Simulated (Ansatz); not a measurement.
Reaction (SMILES): C[SiH2]C [dimethylsilane] → C[SiH]C + H atom (the H-Si bond at the site shown breaks; other sites are not compared here)
Structures are relaxed separately at B3LYP-D3(BJ)/def2-TZVP in Ansatz (an electronic-structure program).

Wanted: bond dissociation energy (electronic energy difference), in eV. Cores are frozen in the correlated levels unless marked. Open shells are spin-unrestricted. Spin-orbit coupling is left out. Non-relativistic. Basis-set limits of correlation are two-point, X^-3; Hartree-Fock from the larger set (for Q and 5 zeta extrapolated as (X+1)exp(-9√X)).

| level | program | bond dissociation energy (eV) |
|---|---|---|
| revPBE-D3(BJ)/def2-TZVPD | Ansatz + dftd3 | 3.93 |
| PBE0/def2-TZVP | Ansatz | [?] |
| CCSD/cc-pV(T+d)Z | Ansatz | [?] |
| CCSD(T)/CBS(cc-pV(Q+d)Z,cc-pV(5+d)Z) | Ansatz | 4.26 |

Problem. What belongs in the gaps?

Solution. 
- PBE0/def2-TZVP, bond dissociation energy (eV): 4.03
- CCSD/cc-pV(T+d)Z, bond dissociation energy (eV): 4.20
